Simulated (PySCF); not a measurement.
## Dipole response of Ru⁺ (ruthenium, charge +1)

[Kr] 4d7, high-spin 4F determinant. All numbers are calculated (PySCF 2.14, scalar relativity through the core potential, in aug-cc-pwCVDZ-PP with ECP28MDF (6s6p5d3f, 70 functions)). Coupled (time-dependent) response in atomic units; α is the mean over directions. A double-zeta set is small for polarisabilities.

| method | mean α (bohr³) | C₆ (like pair) | S(−4) |
| --- | --- | --- | --- |
| wB97M-V | 14.57 | 89.07 | 119.2 |

S(−4) is the Cauchy moment in α(ω) = α(0) + S(−4) ω² + …

Spin-orbit coupling is absent.

α(iu) at wB97M-V:

```csv
u (hartree),α(iu) (bohr³)
0,14.57
0.0500,14.28
0.100,13.54
0.200,11.57
0.300,9.838
0.500,7.522
0.750,5.734
1.00,4.506
1.50,2.939
2.00,2.039
3.00,1.125
5.00,0.4778
```

A single London oscillator, α(iu) = α/(1 + u²/ω²), gives C₆ = (3/4) ω α². Matching the computed C₆ needs ω = 4 × 89.07 / (3 × 14.57²) = 0.559 hartree.

For an ion, C₆ is the dispersion term alone; charge-induced terms of lower order in 1/R come first.

Energies and moments cover only the electrons outside the core potential.
